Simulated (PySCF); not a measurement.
Record of a relaxation.

C5H15NOSi.
Atom-mapped SMILES: `[CH3:1][CH:2]([CH3:3])[Si@H:4]([OH:5])[N:6]([CH3:7])[CH3:8]` (hydrogens: H9, H10, H11 on C1; H12 on C2; H13, H14, H15 on C3; H16 on Si4; H17 on O5; H18, H19, H20 on C7; H21, H22, H23 on C8)

Computed by this run: PBE0-D3(BJ)/def2-SVP geometry optimisation, gas phase (PySCF); density fitting, grid level 1; the optimiser is geomeTRIC in internal coordinates, started from a GFN2-xTB structure with every atom displaced at random (about 0.01 Å). 6 of its 8 geometries are shown. The frame can shift and turn from step to step; on so coarse a grid that alone can change the energy by a few meV, and forces under 0.02 eV/Å are noise.

Step 0: E = -16823.7521 eV, largest atomic force 2.278 eV/Å
```
atom  x, y, z in Å  |  force x, y, z in eV/Å
C1      2.296   -1.627   -0.332   -1.400   1.558   0.192
C2      1.196   -0.778    0.361    0.826  -0.159  -0.355
C3      1.805    0.489    0.944   -0.248  -0.528  -0.155
Si4    -0.182   -0.381   -0.858   -0.773  -0.277   1.551
O5      0.282    0.496   -2.139    1.044   1.645  -1.181
N6     -1.419    0.526   -0.009    0.696  -0.420  -0.252
C7     -2.401    1.248   -0.755   -0.510  -0.406   0.602
C8     -1.884    0.150    1.294   -1.087   0.105  -1.010
H9      1.863   -2.537   -0.672   -0.272  -1.245  -0.529
H10     2.671   -1.066   -1.183    0.358   0.071  -0.461
H11     3.091   -1.823    0.352    1.000  -0.312   0.706
H12     0.827   -1.375    1.199   -0.406  -0.208   0.186
H13     2.562    0.248    1.677    0.604  -0.172   0.471
H14     2.281    1.085    0.177    0.280   0.458  -0.506
H15     1.068    1.095    1.443   -0.623   0.585   0.322
H16    -0.660   -1.570   -1.559   -0.238  -0.718  -0.101
H17     0.691    1.367   -1.992   -0.289  -0.548  -0.063
H18    -3.336    0.668   -0.881   -0.142  -0.025  -0.056
H19    -2.671    2.166   -0.229   -0.145   0.461   0.124
H20    -2.042    1.501   -1.732    0.394   0.269  -0.908
H21    -1.146   -0.395    1.829    1.000  -0.556   0.782
H22    -2.783   -0.513    1.222    0.086   0.234   0.183
H23    -2.161    1.052    1.845   -0.156   0.191   0.456
```

Step 1: E = -16823.9967 eV, largest atomic force 0.293 eV/Å
```
atom  x, y, z in Å  |  force x, y, z in eV/Å
C1      2.326   -1.583   -0.350   -0.066  -0.134   0.097
C2      1.250   -0.752    0.350    0.001  -0.036   0.095
C3      1.828    0.529    0.945    0.074   0.122   0.078
Si4    -0.162   -0.391   -0.848    0.047   0.156  -0.086
O5      0.347    0.590   -2.116   -0.176  -0.087   0.208
N6     -1.442    0.465   -0.030   -0.012  -0.047  -0.056
C7     -2.448    1.176   -0.780    0.038   0.105  -0.123
C8     -1.889    0.108    1.290    0.165  -0.085   0.226
H9      1.917   -2.543   -0.716    0.111   0.102   0.033
H10     2.734   -1.043   -1.218    0.055  -0.002  -0.030
H11     3.162   -1.807    0.341   -0.109   0.012  -0.156
H12     0.843   -1.362    1.180   -0.051   0.009  -0.062
H13     2.615    0.303    1.686   -0.023   0.010  -0.029
H14     2.297    1.155    0.165   -0.068  -0.030   0.007
H15     1.064    1.144    1.449    0.013  -0.040  -0.047
H16    -0.585   -1.668   -1.503    0.028   0.002  -0.055
H17     0.309    1.526   -1.891    0.122  -0.033  -0.040
H18    -3.381    0.593   -0.911   -0.024  -0.035  -0.010
H19    -2.728    2.118   -0.270    0.018  -0.011  -0.016
H20    -2.076    1.439   -1.786   -0.026  -0.057   0.102
H21    -1.104   -0.432    1.851   -0.100   0.122  -0.106
H22    -2.786   -0.543    1.278   -0.041  -0.015  -0.018
H23    -2.153    1.009    1.878    0.022  -0.027  -0.013
```

Step 3: E = -16824.0208 eV, largest atomic force 0.111 eV/Å
```
atom  x, y, z in Å  |  force x, y, z in eV/Å
C1      2.311   -1.571   -0.374    0.024   0.092  -0.057
C2      1.225   -0.775    0.350   -0.001   0.005   0.023
C3      1.776    0.503    0.984   -0.047  -0.065  -0.032
Si4    -0.167   -0.382   -0.859   -0.007   0.011  -0.022
O5      0.374    0.594   -2.104   -0.061   0.027  -0.072
N6     -1.444    0.470   -0.038   -0.072  -0.050   0.032
C7     -2.478    1.137   -0.793    0.017  -0.088   0.013
C8     -1.832    0.162    1.315   -0.048   0.056  -0.062
H9      1.931   -2.516   -0.785   -0.058  -0.058  -0.028
H10     2.730   -0.994   -1.215   -0.029  -0.003   0.013
H11     3.145   -1.818    0.299    0.067  -0.011   0.087
H12     0.800   -1.417    1.144    0.015  -0.010   0.019
H13     2.568    0.284    1.719    0.022  -0.004   0.002
H14     2.216    1.155    0.213    0.026   0.026  -0.007
H15     0.990    1.081    1.492    0.004   0.022   0.034
H16    -0.584   -1.635   -1.563   -0.002   0.017  -0.002
H17     0.482    1.521   -1.869    0.048   0.005   0.018
H18    -3.410    0.538   -0.869    0.023   0.018   0.020
H19    -2.749    2.105   -0.331    0.005   0.008   0.008
H20    -2.131    1.338   -1.815    0.022   0.034  -0.072
H21    -1.009   -0.317    1.858    0.050  -0.061   0.070
H22    -2.711   -0.514    1.366    0.021   0.012   0.009
H23    -2.097    1.082    1.869   -0.018   0.017   0.009
```

Step 4: E = -16824.0243 eV, largest atomic force 0.163 eV/Å
```
atom  x, y, z in Å  |  force x, y, z in eV/Å
C1      2.307   -1.560   -0.394    0.059   0.039  -0.045
C2      1.222   -0.782    0.348   -0.047   0.046  -0.011
C3      1.775    0.486    1.000   -0.051  -0.058  -0.037
Si4    -0.173   -0.372   -0.855    0.030  -0.050   0.079
O5      0.363    0.610   -2.096   -0.007   0.048  -0.103
N6     -1.450    0.469   -0.026    0.019  -0.088   0.000
C7     -2.480    1.108   -0.808   -0.044  -0.031   0.074
C8     -1.833    0.188    1.335   -0.064   0.086  -0.122
H9      1.926   -2.499   -0.822   -0.036  -0.037  -0.018
H10     2.720   -0.966   -1.227   -0.022  -0.006   0.007
H11     3.147   -1.817    0.271    0.036  -0.008   0.055
H12     0.802   -1.439    1.132    0.008   0.005   0.023
H13     2.578    0.257    1.720    0.022  -0.002   0.005
H14     2.204    1.156    0.235    0.026   0.019   0.002
H15     0.995    1.054    1.528    0.006   0.012   0.030
H16    -0.593   -1.612   -1.579   -0.008   0.005   0.008
H17     0.533    1.524   -1.851    0.026   0.005   0.029
H18    -3.407    0.502   -0.873    0.003   0.015   0.008
H19    -2.758    2.087   -0.375   -0.013   0.017  -0.003
H20    -2.123    1.284   -1.833    0.009   0.023  -0.027
H21    -1.005   -0.270    1.892    0.048  -0.048   0.032
H22    -2.705   -0.494    1.403    0.009  -0.002   0.010
H23    -2.108    1.118    1.867   -0.009   0.009   0.005
```

Step 6: E = -16824.0280 eV, largest atomic force 0.029 eV/Å
```
atom  x, y, z in Å  |  force x, y, z in eV/Å
C1      2.309   -1.555   -0.400   -0.001  -0.024   0.015
C2      1.220   -0.779    0.343   -0.001   0.009  -0.015
C3      1.780    0.480    1.004    0.011   0.009   0.007
Si4    -0.172   -0.367   -0.863    0.000   0.005   0.011
O5      0.362    0.622   -2.102   -0.005   0.004  -0.019
N6     -1.458    0.458   -0.035   -0.022  -0.019   0.001
C7     -2.498    1.098   -0.804    0.013   0.019  -0.015
C8     -1.833    0.193    1.329    0.019  -0.002   0.016
H9      1.924   -2.494   -0.829    0.009   0.010   0.005
H10     2.719   -0.960   -1.232    0.004   0.001  -0.003
H11     3.146   -1.812    0.272   -0.012   0.004  -0.015
H12     0.801   -1.439    1.126   -0.005   0.004   0.000
H13     2.590    0.237    1.712   -0.002   0.000  -0.003
H14     2.208    1.161    0.250   -0.006  -0.002   0.003
H15     1.010    1.044    1.554   -0.001  -0.007  -0.001
H16    -0.591   -1.603   -1.594    0.007  -0.003   0.000
H17     0.584    1.520   -1.837    0.004  -0.001   0.014
H18    -3.426    0.493   -0.857   -0.002  -0.003  -0.003
H19    -2.772    2.077   -0.366    0.001  -0.004   0.002
H20    -2.153    1.281   -1.833   -0.003  -0.004   0.010
H21    -1.003   -0.263    1.888   -0.012   0.004  -0.009
H22    -2.704   -0.489    1.410   -0.004   0.000  -0.002
H23    -2.107    1.128    1.854    0.005  -0.003   0.001
```

Step 7: E = -16824.0282 eV, largest atomic force 0.028 eV/Å
```
atom  x, y, z in Å  |  force x, y, z in eV/Å
C1      2.309   -1.555   -0.401   -0.013  -0.013   0.013
C2      1.220   -0.777    0.340    0.015  -0.006  -0.007
C3      1.779    0.481    1.004    0.013   0.012   0.008
Si4    -0.173   -0.367   -0.865   -0.004   0.013  -0.001
O5      0.360    0.627   -2.102   -0.004  -0.001   0.001
N6     -1.461    0.454   -0.036   -0.019  -0.009  -0.005
C7     -2.499    1.099   -0.802    0.013   0.016  -0.012
C8     -1.834    0.190    1.329    0.015  -0.009   0.022
H9      1.925   -2.494   -0.828    0.007   0.008   0.003
H10     2.720   -0.961   -1.233    0.005   0.001  -0.003
H11     3.146   -1.810    0.272   -0.006   0.003  -0.012
H12     0.801   -1.437    1.124   -0.006   0.003  -0.002
H13     2.592    0.236    1.708   -0.004  -0.001  -0.003
H14     2.205    1.165    0.250   -0.007  -0.002   0.001
H15     1.011    1.042    1.558   -0.002  -0.005  -0.003
H16    -0.588   -1.603   -1.599    0.006  -0.003  -0.001
H17     0.593    1.519   -1.829    0.001  -0.001   0.004
H18    -3.429    0.496   -0.858   -0.001  -0.003  -0.003
H19    -2.771    2.077   -0.360    0.002  -0.004   0.002
H20    -2.154    1.285   -1.830   -0.002  -0.004   0.007
H21    -1.005   -0.271    1.886   -0.010   0.004  -0.009
H22    -2.708   -0.489    1.412   -0.004   0.003  -0.003
H23    -2.103    1.126    1.855    0.005  -0.002   0.001
```

Question: Summarise the path.

Answer: The energy falls by 26.64 kJ/mol from step 0 to step 7; nine tenths of that is first reached at step 2. It falls at every step. The largest force goes from 2.278 to 0.028 eV/Å. Among the bonds Si4–O5 changes most, from 1.620 to 1.674 Å; the atoms move by 0.131 Å rms after alignment.

The cost below is that of the whole optimisation. Time: 4.7 min of wall time; peak memory 0.81 GiB. Hardware: one thread of an Arm Neoverse N1, on a shared host.
